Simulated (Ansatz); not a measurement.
Breaking the N6–H7 bond in CH5NSn (SMILES [CH3][Sn][NH2]) (multiplicity 1 held, fragments rigid). Energies count from the point at 1.010 Å.
Geometry at that point (charge 0, multiplicity 1):
```xyz
8

Sn    -0.2102    -0.0043     0.3548
C      0.8446     1.5217    -0.8580
H      0.7941     2.5095    -0.3996
H      0.3965     1.5726    -1.8532
H      1.8943     1.2393    -0.9698
N      0.2348    -1.4886    -0.9598
H      0.7643    -1.3663    -1.8114
H     -0.0494    -2.4493    -0.8404
```

Signs of static correlation in def2-TZVPP, with CASSCF(2,2), from Ansatz (a first-principles code) runs.

| R (Å) | T1 of restricted CCSD | largest double amplitude of restricted CCSD | CASSCF natural occupations |
|---|---|---|---|
| 0.808 | 0.015 | 0.057 | 1.99 0.01 |
| 0.909 | 0.015 | 0.057 | 1.99 0.01 |
| 1.010 | 0.015 | 0.057 | 1.98 0.02 |
| 1.111 | 0.016 | 0.056 | 1.98 0.02 |
| 1.212 | 0.016 | 0.055 | 1.96 0.04 |
| 1.364 | 0.018 | 0.054 | 1.94 0.06 |
| 1.515 | 0.020 | 0.053 | 1.91 0.09 |
| 1.768 | 0.024 | 0.073 | 1.81 0.19 |
| 2.020 | 0.029 | 0.127 | 1.68 0.32 |
| 2.324 | 0.037 | ___ | 1.50 0.50 |
| 2.728 | 0.049 | ___ | 1.30 0.70 |
| 3.233 | 0.062 | 0.630 | 1.09 0.91 |

Some entries are withheld; supply them.


- 2.324, largest double amplitude of restricted CCSD: 0.262
- 2.728, largest double amplitude of restricted CCSD: 0.459

Doubts at one or more of the structures used: a restricted determinant that unrestricted orbitals would lower (R-CCSD(T)/def2-TZVPP); other coupled-cluster roots lie near (R-CCSD(T)/def2-TZVPP); T1 above 0.05 (R-CCSD(T)/def2-TZVPP, U-CCSD(T)/def2-TZVPP); a spin-contaminated determinant (U-CCSD(T)/def2-TZVPP); the program's own flag: large difference (U-CCSD(T)/def2-TZVPP).
